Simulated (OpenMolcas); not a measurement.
Ni2+ with its 8 nearest fluoride ions, on the Ca site of CaF2 (a = 5.46294 Å, distance in the model lattice 2.366 Å). The rest of the host is ab initio model potentials to 7.6 Å and point charges beyond; the distance is set by hand and nothing relaxes. Ligand basis ANO-RCC-VDZP.

* Program: OpenMolcas 26.06
* Method: CASSCF
* Basis: ANO-RCC-VTZP [6s5p3d2f1g]
* Scalar Hamiltonian: DKH2, point nucleus
* Active space: 8 electrons in 5 orbitals (3d)
* State averaging: 2S+1 = 3 even, 10 roots; 2S+1 = 1 even, 15 roots
* Spin-orbit coupling: state interaction with AMFI integrals over the reference wave functions

All ligands move together. At R = 2.212 Å |10Dq| is 3006 cm-1, and at R = 2.366 Å it is 2012 cm-1.

Question: A third run gives 3793 cm-1. What distance was it run at?

Answer: With a power law R^-n the two known points give n = -ln(2012 / 3006) / ln(2.366 / 2.212) = 5.97. Then R = 2.212 × (3006 / 3793)^(1/5.97) = 2.127 Å. The run was at 2.13 Å, so the estimate is off by -0.003 Å.

An orbital triplet at a regular site is open to Jahn-Teller coupling, which can distort the site and quench the lowest spin-orbit gaps and is left out. Without dynamic correlation the repulsion within the d shell is too large (B by tens of per cent), so at a given field states of lower spin stand too high. Ligand-to-metal charge-transfer states are missing. With no ligand orbital active B as a rule stays too high, so bands that hang on it stand too high and its fall with covalency is understated. With metal d orbitals alone and no dynamic correlation 10Dq can be off by a tenth to a fifth, either way, in oxide and fluoride hosts. No measured value stands beside these numbers; the geometry was set by hand and not optimised.
